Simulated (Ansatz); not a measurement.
Zn₄H₁₄S₄⁺. Charge 1, multiplicity 2. Geometry PBE-D4/def2-SVP, that of the neutral singlet; atoms count from 1.

```xyz
22

Zn   -1.333    2.583    0.217
S    -1.162   -0.157    2.049
Zn   -2.366   -1.399   -0.958
S    -1.098    0.703   -1.415
S     0.804   -2.168   -0.473
Zn    1.197   -0.761    1.541
Zn    1.056    0.506   -2.668
S     1.897    1.343    0.412
H    -2.385    3.608   -0.328
H    -0.309    2.180    1.385
H    -1.445   -1.313    2.732
H    -0.859    0.523    3.202
H    -1.634   -1.991    0.340
H    -3.498   -1.567   -2.027
H    -1.874    1.198   -2.415
H     0.513   -3.306    0.237
H     2.118   -2.531   -0.635
H     2.095   -1.329    2.692
H     0.887    1.134   -4.094
H     2.016   -0.238   -1.619
H     2.174    2.024    1.570
H     3.205    0.958    0.254
```

Single mean-field runs in def2-TZVP are fitted with def2-universal-jkfit. In the doublet geometry the species has come apart into loosely held pieces.

Problem. Estimate the Mulliken populations from the PBE0/def2-TZVP orbitals of Ansatz.

Solution. 
| atom | charge (e) | spin (α − β) | d electrons |
| --- | --- | --- | --- |
| Zn1 | 0.29 | 0.06 | 10.01 |
| S2 | -0.26 | 0.00 | – |
| Zn3 | 0.29 | 0.02 | 10.02 |
| S4 | -0.38 | 0.17 | – |
| S5 | -0.26 | 0.01 | – |
| Zn6 | 0.21 | 0.00 | 10.06 |
| Zn7 | 0.29 | 0.04 | 10.02 |
| S8 | -0.25 | 0.00 | – |
| H9 | 0.00 | 0.19 | – |
| H10 | -0.20 | -0.01 | – |
| H11 | 0.23 | 0.00 | – |
| H12 | 0.23 | 0.00 | – |
| H13 | -0.16 | 0.10 | – |
| H14 | 0.01 | 0.18 | – |
| H15 | 0.25 | 0.00 | – |
| H16 | 0.23 | 0.00 | – |
| H17 | 0.24 | 0.01 | – |
| H18 | -0.05 | 0.00 | – |
| H19 | 0.01 | 0.20 | – |
| H20 | -0.18 | 0.04 | – |
| H21 | 0.23 | 0.00 | – |
| H22 | 0.23 | 0.00 | – |
Mulliken values depend strongly on the basis.

Problem. Where does the spin sit?

Solution. Summed by element: Zn 0.12, S 0.17, H 0.71, of 1 unpaired in all. Largest on single atoms: H19 0.20, H9 0.19, H14 0.18.

Problem. And the Mayer bond orders between heavy atoms (over 0.3)?

Solution. Zn1–S4 0.40 (2.50 Å); S2–Zn6 0.48 (2.49 Å); Zn3–S4 0.45 (2.50 Å); S4–Zn7 0.43 (2.50 Å); S5–Zn6 0.47 (2.49 Å); Zn6–S8 0.48 (2.49 Å).
